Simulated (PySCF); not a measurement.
PySCF input file for Se(Cl)(NMe2) (C2H6ClNSe), SMILES N([Se]Cl)(C)C, C-PCM-PBE0/def2-SVP. Coordinates come from a B3LYP-D3(BJ)/def2-SVP optimisation. Other conformers were not sampled.

```python
import numpy as np
from pyscf import gto, scf, dft
from pyscf.solvent import pcm

mol = gto.M(
    atom='''
    Se    0.81780603    0.33534786    0.00000000
    Cl   -0.97815117    1.75023761   -0.00000000
    N     0.06252542   -1.29314352    0.00000001
    C    -0.58930942   -1.74226311   -1.22471053
    C    -0.58930944   -1.74226310    1.22471053
    H    -1.59761639   -1.30004970   -1.33681966
    H    -0.68960336   -2.83992398   -1.20238336
    H     0.01581990   -1.45837868   -2.09538395
    H    -0.68960337   -2.83992398    1.20238335
    H    -1.59761639   -1.30004969    1.33681965
    H     0.01581989   -1.45837867    2.09538397
    ''',
    basis='def2-SVP',
    charge=0,
    spin=0,
    max_memory=1600,
    verbose=3,
)
mf = dft.RKS(mol, xc='pbe0').density_fit(auxbasis='def2-universal-jkfit')
mf.grids.level = 3
mf.conv_tol = 1e-9
mf.max_cycle = 100
mf.kernel()
res = {}
for name, eps in {'water': 78.355, 'chloroform': 4.7113, '1-octanol': 9.8629}.items():
    s = mf.PCM()
    s.with_solvent.method, s.with_solvent.eps, s.with_solvent.lebedev_order = 'C-PCM', eps, 29
    s.kernel(mf.make_rdm1())
    res[name] = (s.e_tot, eps, s.dip_moment(), s.mo_energy, s.converged)
    print(f'{name}: electrostatic solvation free energy {(s.e_tot - mf.e_tot) * 627.509474:.3f} kcal/mol')
```

Program output:

```
converged SCF energy = -2995.18534254399

WARN: PCM is an experimental feature. It is still in testing.
Features and APIs may be changed in the future.

converged SCF energy = -2995.19165676799
Dipole moment(X, Y, Z, Debye):  0.35773, -4.02774, -0.00000
water: electrostatic solvation free energy -3.962 kcal/mol

WARN: PCM is an experimental feature. It is still in testing.
Features and APIs may be changed in the future.

converged SCF energy = -2995.19019683445
Dipole moment(X, Y, Z, Debye):  0.32149, -3.76350, -0.00000
chloroform: electrostatic solvation free energy -3.046 kcal/mol

WARN: PCM is an experimental feature. It is still in testing.
Features and APIs may be changed in the future.

converged SCF energy = -2995.19099347796
Dipole moment(X, Y, Z, Debye):  0.34088, -3.90585, -0.00000
1-octanol: electrostatic solvation free energy -3.546 kcal/mol
```

Self-consistency was reached.
